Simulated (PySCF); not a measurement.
## Bonding in `C#CC(=O)C[SiH2]O`

Compound: C4H6O2Si.
Atom-mapped SMILES: `[CH:1]#[C:2][C:3](=[O:4])[CH2:5][SiH2:6][OH:7]` (hydrogens: H8 on C1; H9, H10 on C5; H11, H12 on Si6; H13 on O7)

Structure used (GFN2-xTB), in Å, numbered top down from 1:
```
atom  x, y, z in Å
C1     2.9388   -0.5480   -0.6646
C2     1.8979   -0.4557   -0.0726
C3     0.6675   -0.3561    0.6667
O4     0.2617   -1.2646    1.3726
C5    -0.0937    0.8899    0.4335
Si6   -1.6750    0.3494   -0.5421
O7    -2.2668   -0.9462    0.2129
H8     3.8452   -0.6181   -1.1916
H9     0.4916    1.6403   -0.0873
H10   -0.4414    1.2881    1.3849
H11   -2.6622    1.4153   -0.4450
H12   -1.2761    0.0270   -1.9110
H13   -1.6918   -1.4206    0.8258
```

Bond orders from the PBE0/pcSseg-1 density (PySCF). The structure is a single GFN2-xTB conformer in the gas phase; no vibrational or solvent corrections.

**Question.** How far do the computed orders between heavy atoms stray from the drawn ones?

**Answer.** The largest departure is 0.556, at C1–C2 (drawn triple, 2.444). Drawn single, order below 0.88: C5–Si6 (0.801). Drawn double or triple, more than 0.30 short of the drawn order: C1–C2 (2.444).

**Question.** Give the Mayer order of every bond, beside its length.

**Answer.** 
| bond | drawn as | length (Å) | Mayer order |
| --- | --- | --- | --- |
| C1–C2 | triple | 1.201 | 2.444 |
| C2–C3 | single | 1.439 | 0.894 |
| C3–O4 | double | 1.220 | 1.923 |
| C3–C5 | single | 1.479 | 1.060 |
| C5–Si6 | single | 1.935 | 0.801 |
| Si6–O7 | single | 1.612 | 1.082 |
| C1–H8 | single | 1.051 | 1.136 |
| C5–H9 | single | 1.085 | 0.943 |
| C5–H10 | single | 1.088 | 0.926 |
| Si6–H11 | single | 1.456 | 0.916 |
| Si6–H12 | single | 1.462 | 0.905 |
| O7–H13 | single | 0.965 | 0.903 |

By pair of heavy elements: C–C: lowest C2–C3 (0.894, 1.439 Å), highest C1–C2 (2.444, 1.201 Å); in 1 of the 3 pairs the longer bond (by over 0.003 Å) has the higher order (by 0.02 or more).

**Question.** Sum the orders of all bonds at each heavy atom with more than one neighbour and set the sums beside the valence in the SMILES.

**Answer.** C1 3.580 (drawn 4), C2 3.338 (drawn 4), C3 3.877 (drawn 4), C5 3.730 (drawn 4), Si6 3.704 (drawn 4), O7 1.985 (drawn 2). Orders between atoms that aren't bonded are not in these sums.

For a closed shell the Mayer order of atoms A and B is Σ (PS)μν (PS)νμ over the basis functions μ on A and ν on B, with P the density and S the overlap matrix.

The run behind these numbers computed NMR shieldings as well. On Arm Neoverse N1, one thread, shared host with 64 logical CPUs at a one-minute load of 60, this took 41 s (with the writing of density and orbital grids) and 0.72 GiB of memory at its peak.
